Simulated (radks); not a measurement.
Pr IX, 51 electrons, occupied as [Kr] 4d10 4f1 5s2 5p2 (the NIST ground configuration). Calculated with a radial shooting solver on a logarithmic mesh with Libxc functionals: scalar-relativistic Kohn-Sham, PBE, spin-polarised, spherical densities, finite nucleus; open shells are filled with parallel spins first (spin-orbit coupling, left out, can overturn this in heavy ions); Fermi nuclear charge, rms radius 4.8919 fm.

Normalised radial functions P(r) = r R(r), r in bohr:

r,4p down,5p down
0.002911,0.0123,0.0057
0.003821,0.0197,0.0091
0.005016,0.0313,0.0144
0.006584,0.0494,0.0228
0.008642,0.0771,0.0355
0.01134,0.1184,0.0546
0.01489,0.1776,0.0819
0.01954,0.2577,0.1187
0.02586,0.3602,0.1658
0.03394,0.4660,0.2143
0.04455,0.5464,0.2506
0.05848,0.5472,0.2496
0.07676,0.4022,0.1805
0.1007,0.0726,0.0261
0.1322,-0.3845,-0.1846
0.1736,-0.7639,-0.3509
0.2297,-0.7596,-0.3242
0.3015,-0.2031,-0.0349
0.3957,0.6785,0.3697
0.5194,1.3428,0.5549
0.6817,1.3785,0.2662
0.8948,0.9090,-0.3672
1.175,0.3907,-0.8934
1.542,0.1037,-0.9518
2.04,0.0142,-0.5956
2.677,0.0010,-0.2217
3.514,0.0000,-0.0436
4.613,0.0000,-0.0039

4p down: eigenvalue -333.31 eV, 2 radial nodes at r = 0.106, 0.322 bohr, <r> = 0.652 bohr, 90 % of the charge inside 0.946 bohr. 5p down (empty): eigenvalue -115.99 eV, 3 radial nodes at r = 0.104, 0.309, 0.771 bohr, <r> = 1.48 bohr, 90 % of the charge inside 2.09 bohr.
